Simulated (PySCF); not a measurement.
MCl2+ across the fourth-period p block

Level: PBE0, basis family def2-TZVP, no relativity.

Each entry is the lowest minimum that a search over a few typed start shapes (and spin states, where more than one is plausible) found, or that minimum re-optimised at the stated level; isomers with ligand–ligand bonds, or fragments after loss of a ligand pair, can lie lower. Open shells are unrestricted; no spin–orbit coupling; PySCF with density fitting.

| molecule | 2S+1 | point group | mean bond to the central atom (Å) | highest ω (cm⁻¹) | polar-tensor charge of the central atom | dipole (D) |
| --- | --- | --- | --- | --- | --- | --- |
| GaCl₂⁺ | ? | ? | ? | ? | ? | ? |
| GeCl₂⁺ | 2 | C2v | 2.075 | 494 | 1.27 | 1.18 |
| BrCl₂⁺ | 1 | C2v | 2.101 | 453 | 0.89 | 0.25 |

Problem. Fill in the row of GaCl₂⁺.

Solution. 2S+1: 1; point group: D∞h; mean bond to the central atom (Å): 2.024; highest ω (cm⁻¹): 613; polar-tensor charge of the central atom: 1.38; dipole (D): 0.00.

The bond lengthens at every step; the largest change, 0.051 Å, falls between GaCl₂⁺ and GeCl₂⁺ among the members listed.

The shape changes along the series: D∞h for GaCl₂⁺; C2v for GeCl₂⁺ and BrCl₂⁺.

Left out of the table are members whose search was unfinished or whose lowest solution was spin-contaminated, unstable, very soft or bonded differently.
